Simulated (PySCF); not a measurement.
## Electron correlation in As⁻ (arsenic, charge -1)

[Ar] 3d10 4s2 4p4, high-spin 3P determinant. Computed with PySCF 2.14 in aug-cc-pwCVDZ-PP with ECP10MDF (6s5p4d1f, 48 functions), with scalar relativity through the core potential. Frozen: 3s2 3p6 3d10; 6 electrons correlated.

MP2 pair energies summed by pair of shells (mhartree):

```
 pair  energy  share (%)
4p-4p  -37.64       45.2
4s-4p  -36.92       44.3
4s-4s   -8.69       10.4
```

Total MP2 correlation energy: -83.25 mhartree.

Same-spin part -20.76 and opposite-spin part -62.50 mhartree; SCS-MP2 scales them by 1/3 and 6/5 to -81.91 mhartree.
